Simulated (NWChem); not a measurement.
Species: BPH₄O₂; SMILES PB(O)O

```xyz
8

B     -0.0029    -0.4987     0.0000
O     -0.0206    -1.1312    -1.2058
H     -0.0564    -2.0931    -1.1663
O     -0.0206    -1.1312     1.2058
H     -0.0564    -2.0931     1.1663
P     -0.0883     1.4362     0.0000
H      0.8496     1.6307     1.0548
H      0.8496     1.6307    -1.0548
```
Atoms are numbered in this order, from 1.

Computed with NWChem. Pople sets run with spherical d functions. Coordinates come from a PBE0/def2-SVP optimisation. Atomic charges in e: unrestrained fits to the electrostatic potential beside Mulliken populations; buried atoms are poorly determined by the fit.

**Question.** Predict the results for Hartree-Fock/6-31G*. Quantities: ESP B1; Mulliken B1; ESP O2; Mulliken O2; ESP O4; Mulliken O4; ESP P6; Mulliken P6; relative RMS misfit of the potential (%).

**Answer.** 
```yaml
ESP B1: 0.84
Mulliken B1: 0.62
ESP O2: -0.74
Mulliken O2: -0.73
ESP O4: -0.74
Mulliken O4: -0.73
ESP P6: -0.33
Mulliken P6: -0.03
relative RMS misfit of the potential (%): 26
```
